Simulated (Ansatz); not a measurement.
The cluster Hf3Si2. The state is a singlet with charge 0. Geometry PBE-D4/def2-SVP, basis def2-TZVP, Ansatz.

```xyz
5

Hf   -0.323   -1.581    0.327
Hf   -1.122    0.664    1.769
Hf    1.340    0.827    0.481
Si   -0.878    0.658   -0.866
Si    0.983   -0.569   -1.712
```

```json
{"run": "A", "HOMO (eV)": "-4.04", "LUMO (eV)": "-2.42"}
{"run": "B", "HOMO (eV)": "-4.97", "LUMO (eV)": "-1.50"}
{"run": "C", "HOMO (eV)": "-3.41", "LUMO (eV)": "-2.95"}
{"run": "D", "HOMO (eV)": "-3.37", "LUMO (eV)": "-3.14"}
```

In the def2 sets Hf takes a core potential; there is no spin–orbit coupling. No other spin state of charge 0 was run. Another isomer (triplet) lies 1.83 eV lower at PBE0-D4/def2-TZVP; other spin states weren't run for this one.

Q: The runs used CAM-B3LYP, PBE, PBE0, r2SCAN. Estimate which is which.

A: A PBE0 (25 % exact exchange); B CAM-B3LYP (range-separated); C r2SCAN (0 % exact exchange); D PBE (0 % exact exchange). Exact exchange lowers occupied and raises empty levels; among semilocal functionals meta-GGAs tend to open the gap a little, and such runs are hard to tell apart. The gap grows from 0.23 eV (PBE) to 3.48 eV (CAM-B3LYP). The restricted singlet is unstable towards broken spin symmetry in Hartree–Fock (as tested in another run); at PBE0-D4/def2-TZVP, CAM-B3LYP-D4/def2-TZVP, r2SCAN-D4/def2-TZVP, PBE-D4/def2-TZVP this wasn't settled.
